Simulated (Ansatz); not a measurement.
Molecule: MoH (charge 0, sextet). The spin state was set by rule; other spins were not relaxed. 
Geometry from a B3LYP-D3(BJ)/def2-TZVP (Ansatz, an electronic-structure program) optimisation:
```
Mo
H 1 1.7201
```
Charge 0, spin multiplicity 6.

Total electronic energies in hartree. Cores are frozen in the correlated levels unless marked. UHF or UKS for open shells. Spin-orbit coupling is left out. Frozen are the shells of the preceding noble gas and the d and f shells that filled before the atom's block. In def2 rows, elements after Kr have scalar-relativistic effective core potentials. STO-3G rows are all-electron and non-relativistic. Basis-set limits of correlation are two-point, X^-3; Hartree-Fock from the larger set.

| level | program | energy (Eh) |
|---|---|---|
| PBE/def2-TZVPD | Ansatz | -68.71611 |
| BLYP-D4/def2-TZVPD | Ansatz + dftd4 | -68.66693 |
| PBE0-D4/def2-TZVP | Ansatz + dftd4 | -68.69325 |
| PBE0/def2-TZVPD | Ansatz | -68.69231 |
| HSE06-D3(BJ)/def2-TZVPD | Ansatz + dftd3 | -68.69185 |
| CAM-B3LYP-D4/def2-TZVPD | Ansatz + dftd4 | -68.64519 |
| CAM-B3LYP/def2-TZVPD | Ansatz | -68.64412 |
| B2PLYP-D3(BJ)/def2-TZVPD | Ansatz + dftd3 | -68.50716 |
| MP2/def2-TZVPP | Ansatz | -68.22100 |
| RI-MP2/def2-QZVPP | Ansatz | -68.22927 |
| SCS-MP2/STO-3G | Ansatz | -3936.48249 |
| CCSD/def2-QZVPP | Ansatz | -68.24394 |
| CCSD/def2-QZVPPD | Ansatz | -68.24403 |
| CCSD(T)/def2-SVPD | Ansatz | -68.18909 |
| CCSD(T)/CBS(def2-TZVPPD,def2-QZVPPD) | Ansatz | -68.2536 |

Totals of different functionals don't rank their quality; only differences between species are comparable.
